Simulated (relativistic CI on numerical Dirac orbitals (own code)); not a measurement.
Transition arrays of Cu⁶⁺

Calculated at this level of theory: Dirac-Coulomb-Breit CI, orbitals from a KLI potential per configuration, QED by a radiative potential, valence Slater integrals scaled by 0.9, whole transition arrays (own radial code, finite nucleus).

Configurations in the expansion (outside the closed core [Ne] 3s2): 3p⁶3d⁵, 3p⁶3d⁴4f, 3p⁵3d⁶, 3p⁶3d⁴4p, 3p⁶3d⁴5f. Levels of other configurations are missing.

All E1 lines from the levels of 3p⁶3d⁵; mean and standard deviation are weighted by gf, and upper levels are sorted by their leading configuration.

| Upper configuration | Lines | Σgf | Mean (eV) | Mean (nm) | σ (eV) | Strongest line (nm) |
| --- | --- | --- | --- | --- | --- | --- |
| 3p⁶3d⁴4f | 5885 | 569.4 | 93.10 | 13.317 | 2.92 | 12.998 |
| 3p⁵3d⁶ | 2806 | 146.4 | 79.40 | 15.614 | 4.94 | 15.163 |
| 3p⁶3d⁴4p | 3269 | 102.6 | 59.28 | 20.916 | 2.55 | 20.559 |
| 3p⁶3d⁴5f | 5470 | 298.0 | 107.48 | 11.536 | 3.17 | 11.391 |

Σgf per state of the lower configuration in bins of 0.5 nm over the central range (centre: value): 11.25: 0.57, 11.75: 0.47, 12.25: 0.14, 12.75: 0.42, 13.25: 1.18, 13.75: 0.49, 14.25: 0.16, 14.75: 0.11, 15.25: 0.15, 15.75: 0.12, 16.25: 0.08, 16.75: 0.04, 17.25: 0.03, 17.75: 0.02, 19.25: 0.01, 19.75: 0.03, 20.25: 0.06, 20.75: 0.12, 21.25: 0.08.

(1) How do configuration mixing and the scaling of the Slater integrals move the arrays?

## Answers

(1) Slater scale 0.9, no configuration mixing: 3p⁶3d⁴4f 92.6 ± 2.8 eV (Σgf 320.1), 3p⁵3d⁶ 85.3 ± 6.6 eV (Σgf 497.9), 3p⁶3d⁴4p 59.2 ± 2.5 eV (Σgf 90.4), 3p⁶3d⁴5f 107.7 ± 3.0 eV (Σgf 173.8); Slater scale 1: 3p⁶3d⁴4f 93.6 ± 3.3 eV (Σgf 546.6), 3p⁵3d⁶ 82.1 ± 7.9 eV (Σgf 152.2), 3p⁶3d⁴4p 59.4 ± 2.8 eV (Σgf 103.7), 3p⁶3d⁴5f 107.4 ± 3.7 eV (Σgf 323.4); Slater scale 0.8: 3p⁶3d⁴4f 92.6 ± 2.7 eV (Σgf 543.0), 3p⁵3d⁶ 80.1 ± 4.8 eV (Σgf 181.7), 3p⁶3d⁴4p 59.2 ± 2.2 eV (Σgf 101.8), 3p⁶3d⁴5f 107.4 ± 2.9 eV (Σgf 280.4). With mixing, levels are counted to their leading configuration, so an array can shrink or vanish into another, and the sums then hold other lines.
